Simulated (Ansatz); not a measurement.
The same bond dissociation along the group B, Al, Ga, In.

Computed with Ansatz on PBE0-D4/def2-TZVP structures; ΔE is electronic, products minus reactants. CBS: MP2 limit from def2 TZ/QZ plus the TZ coupled-cluster correction, frozen cores. This one scheme is used for every species, atoms too. DFT in def2-TZVPP. Open shells (•) are unrestricted, without spin–orbit coupling. Spin–orbit coupling would lower the free atoms: a little for Cl. def2 core potentials past Kr. For Ga, In outer-core shells are correlated without core-valence functions, so the limit isn't a true one: a few kJ/mol of doubt a bond, and 10 to 20 or more in all where bonds break to atoms. Scalar relativity is left out up to krypton. Each species was taken in one conformer, which may not be the lowest.

```csv
reaction,CCSD(T)/CBS(def2) (eV)
`OB(Cl)O[SiH3]` → `O[B]O[SiH3]`• + Cl•,5.45
`[OH][Al]([Cl])[O][SiH3]` → `[OH][Al][O][SiH3]`• + Cl•,?
`[OH][Ga]([Cl])[O][SiH3]` → `[OH][Ga][O][SiH3]`• + Cl•,4.62
`[OH][In]([Cl])[O][SiH3]` → `[OH][In][O][SiH3]`• + Cl•,3.98
```

Task: Fill in the missing values. (An estimate is asked.)

Result: Ansatz gave: `[OH][Al]([Cl])[O][SiH3]` → `[OH][Al][O][SiH3]`• + Cl•: +5.26 eV.

Largest T1 diagnostic: 0.020, for `[OH][In][O][SiH3]`•.
